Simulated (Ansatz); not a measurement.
`C[N](C)[AlH][Cl]`, charge 0, multiplicity 1.

Task: Give a relaxed structure at PBE0-D4/def2-TZVP (Ansatz 0.2.0). (Estimate.)

Result: Computed: 
Z-matrix (Å, degrees):
```
C
N 1 1.443
H 1 1.099 2 111.3
H 1 1.099 2 111.3 3 119.7
H 1 1.091 2 110.8 3 -120.2
C 2 1.444 1 112.7 3 -59.8
Al 2 1.762 1 125.6 3 120.2
H 6 1.099 2 111.5 1 60.0
H 6 1.093 2 110.9 1 180.0
H 6 1.099 2 111.5 1 -60.0
Cl 7 2.101 2 118.1 1 0.0
H 7 1.571 2 120.9 1 -180.0
```
Point group Cs.
This is one stationary point; other conformers may exist.
